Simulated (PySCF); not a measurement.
Rigid-rotor lines calculated for a species of formula C6H7NS3Si (commonest isotopes; PBE0-D3(BJ)/def2-SVP geometry optimisation, gas phase (PySCF 2.14.0)), labelled J(Ka,Kc):

```
     transition     MHz
2(1,1) ← 1(1,0)  1912.2
2(0,2) ← 1(0,1)  1876.8
2(1,2) ← 1(1,1)  1844.8
1(1,1) ← 0(0,0)  1415.9
1(0,1) ← 0(0,0)   939.2
```

Task: Find the rotational constants.

Result: 1(0,1) ← 0(0,0) is B + C, 2(1,1) ← 1(1,0) is 3B + C and 2(1,2) ← 1(1,1) is B + 3C, so B − C is half the difference of the last two, 33.7 MHz. 1(1,1) ← 0(0,0) is A + C. A = 963.1, B = 486.5, C = 452.8 MHz.

Task: What moments of inertia, asymmetry and inertial defect follow?

Result: I = 505379 MHz·u·Å² over each constant: Ia = 524.74, Ib = 1038.81, Ic = 1116.24 u·Å²; κ = (2B − A − C)/(A − C) = -0.868 (asymmetric top); Δ = Ic − Ia − Ib = -447.31 u·Å².

Task: Which dipole components do these lines need?

Result: μa and μb (a-type: ΔKa even, ΔKc odd; b-type: both odd). The calculation gives |μa| = 3.51 D, |μb| = 2.10 D, |μc| = 0.07 D.

Task: Where do these fall, and of which type are they? 4(1,3) ← 4(1,4); 3(2,1) ← 2(1,2); 4(0,4) ← 3(0,3); 3(3,1) ← 2(2,0); 4(3,1) ← 3(3,0); 1(1,0) ← 1(0,1); 3(2,2) ← 2(1,1); 2(2,1) ← 1(1,0); 3(3,0) ← 3(2,1); 2(2,1) ← 2(1,2); 4(3,2) ← 3(2,1).

Result: 
| transition | MHz | type | branch |
| --- | --- | --- | --- |
| 4(1,3) ← 4(1,4) | 337 | a | Q |
| 1(1,0) ← 1(0,1) | 510 | b | Q |
| 2(2,1) ← 2(1,2) | 1531 | b | Q |
| 3(3,0) ← 3(2,1) | 2460 | b | Q |
| 2(2,1) ← 1(1,0) | 3342 | b | R |
| 4(0,4) ← 3(0,3) | 3740 | a | R |
| 4(3,1) ← 3(3,0) | 3761 | a | R |
| 3(2,2) ← 2(1,1) | 4248 | b | R |
| 3(2,1) ← 2(1,2) | 4357 | b | R |
| 3(3,1) ← 2(2,0) | 5284 | b | R |
| 4(3,2) ← 3(2,1) | 6220 | b | R |

Task: Which structure gave them?

Result: `C(#N)CS[Si]1(SCCS1)C#C`, point group C1. Three constants can't fix a structure by themselves; this is the one that was computed:
```xyz
18
C6H7NS3Si angstrom
C      1.115    3.059    1.560
C      0.561    2.023    1.244
Si    -0.158    0.442    0.731
S      1.164   -1.197    1.192
C      2.298   -1.117   -0.245
C      3.272   -0.041   -0.165
N      4.034    0.828   -0.108
S     -0.677    0.414   -1.352
C     -2.344   -0.322   -1.089
C     -2.466   -1.074    0.222
S     -2.021   -0.008    1.651
H      1.607    3.973    1.841
H      2.821   -2.085   -0.277
H      1.704   -1.017   -1.169
H     -3.074    0.498   -1.136
H     -2.521   -1.001   -1.937
H     -1.822   -1.968    0.229
H     -3.506   -1.395    0.389
```

The values belong to one conformer (point group C1) with, in the numbering `[CH:1]#[C:2][Si:3]1([S:4][CH2:5][C:6]#[N:7])[S:8][CH2:9][CH2:10][S:11]1`, C2–Si3–S4–C5 -82°, Si3–S4–C5–C6 76°, C2–Si3–S8–C9 -134°, Si3–S8–C9–C10 -22°, S8–C9–C10–S11 56°, C9–C10–S11–Si3 -54°. Stationary, but not proved a minimum. No vibrational averaging or centrifugal distortion is included, and the geometry carries the error of its method. Quadrupole hyperfine structure (14N) is left out.

Rough CPU time on one thread of a shared machine: about 15 min. This is the geometry optimisation.
